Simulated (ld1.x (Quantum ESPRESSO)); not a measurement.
Sb: excitation energies, all-electron against TM

antimony, norm-conserving Troullier–Martins (Kleinman–Bylander form), made with ld1.x (Quantum ESPRESSO) 7.5 (PBE, scalar-relativistic). Core [Kr] 4d10, reference 5s2 5p2.5 (charge +0.5). Waves: 5s (bound): rc 1.40 bohr; 5p (bound): rc 2.30 bohr; 5d channel at 0.45 Ry: rc 2.45 bohr. Local part: all-electron potential smoothed inside 1.25 bohr (lloc = -2). Core correction: Bessel-smoothed model core inside 1.20 bohr.

Energies are relative to the spin-unpolarised reference configuration 5s2 5p2.5; without spin polarisation the order of configurations can differ from experiment.

```json
{"valence configuration": "5s2 5p3", "charge": "0", "ΔE all-electron (eV)": "-3.262", "error AE − PS (meV)": "+0.8"}
{"valence configuration": "5s2 5p2", "charge": "+1", "ΔE all-electron (eV)": "5.055", "error AE − PS (meV)": "-2.1"}
{"valence configuration": "5s2 5p1", "charge": "+2", "ΔE all-electron (eV)": "21.023", "error AE − PS (meV)": "-29"}
{"valence configuration": "5s1 5p4", "charge": "0", "ΔE all-electron (eV)": "4.850", "error AE − PS (meV)": "-26"}
{"valence configuration": "5s1 5p3", "charge": "+1", "ΔE all-electron (eV)": "13.787", "error AE − PS (meV)": "-29"}
{"valence configuration": "5s1 5p0", "charge": "+4", "ΔE all-electron (eV)": "89.729", "error AE − PS (meV)": "-557"}
{"valence configuration": "5s2 5p3.3", "charge": "-0.3", "ΔE all-electron (eV)": "-4.421", "error AE − PS (meV)": "+1.4"}
```

Note: ghost state, extra bound levels that the all-electron valence spectrum of the same l lacks: s at -44.0 eV. A true bound ghost makes a file unfit for plane-wave use.
